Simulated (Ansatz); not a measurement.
C₂H₆Si, SMILES C[Si]C (connectivity only; charge and spin as stated), neutral, multiplicity 1.

Geometry: TPSSh-D3(BJ)/def2-TZVP. The isomer is the one that the SMILES or the coordinates give; other isomers of the formula were not compared.

Two levels are set side by side: PBE/def2-SVPD (Ansatz, a quantum-chemistry and plane-wave program) and PBE0/def2-SVPD (Ansatz). Energy differences of separate SCF runs at the same geometry; the states with an electron removed or added have multiplicity 2 and 2. Differences are taken from unrounded values.

| quantity | PBE0 |
|---|---|
| vertical ionisation energy (eV) | 8.06 |
| vertical singlet–triplet gap (eV) | 1.24 |

What does PBE give, and how far is it from PBE0? (An estimate is asked for; the answer gives what the named calculation found.)


```tsv
quantity	PBE	PBE minus PBE0
vertical ionisation energy (eV)	8.01	-0.05
vertical singlet–triplet gap (eV)	1.29	0.05
```
